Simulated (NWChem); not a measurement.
Species: thionyl fluoride (SOF2); SMILES O=S(F)F

Computed with NWChem. Pople sets run with spherical d functions. Structure relaxed at the PBE0/def2-SVP level.

Q: Predict the results for PBE0/6-31+G*. Quantities: highest occupied level (eV); orbital gap (eV); dipole (D).

A: The highest occupied level (eV) is -9.94 and the orbital gap (eV) comes out as 8.16. The dipole (D) comes out as 1.90.
